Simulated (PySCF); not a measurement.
A structure optimised at PBE-D3(BJ)/def2-SVP, used in a PySCF frequency run:

```xyz
12

Si     0.2662    -0.0734    -0.5579
C      1.9925    -0.7714    -0.5990
Cl     0.2129     1.6186     0.6776
O     -0.7338    -1.2493     0.0787
C     -2.1205    -1.0677     0.3076
H     -0.2364     0.3788    -1.9002
H      2.0294    -1.6701    -1.2473
H      2.7061    -0.0208    -0.9928
H      2.3117    -1.0592     0.4222
H     -2.6755    -0.8593    -0.6361
H     -2.3127    -0.2297     1.0144
H     -2.5287    -1.9991     0.7495
```
Charge 0, spin multiplicity 1.

Question: Write its SMILES and formula.

Answer: CO[SiH](C)Cl, C2H7ClOSi

Question: What are its rotational constants (standard atomic weights)?

Answer: 3.3678, 2.5214, 1.5722 GHz
